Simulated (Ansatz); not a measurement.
All numbers were calculated with Ansatz.

A structure relaxed at PBE0-D4/def2-TZVP, charge 0, multiplicity 2:

Cartesian coordinates in Å:
```
C -0.340 -0.051 -0.736
O 0.842 0.474 -0.136
B 1.169 0.422 1.140
Cl 0.224 -0.313 2.428
H -0.979 -0.529 0.008
H -0.043 -0.776 -1.493
H -0.873 0.773 -1.212
```

Problem. Give its formula and SMILES.

Solution. CH3BClO, `CO[B]Cl`.

Problem. Point group (tolerance 0.08 Å, 0.16 Å for H)?

Solution. Cs.

Problem. Summarise the bond lengths by kind.

Solution. 1 × C–O 1.426 Å; 3 × C–H 1.090 to 1.091 Å; 1 × B–O 1.318 Å; 1 × B–Cl 1.759 Å.
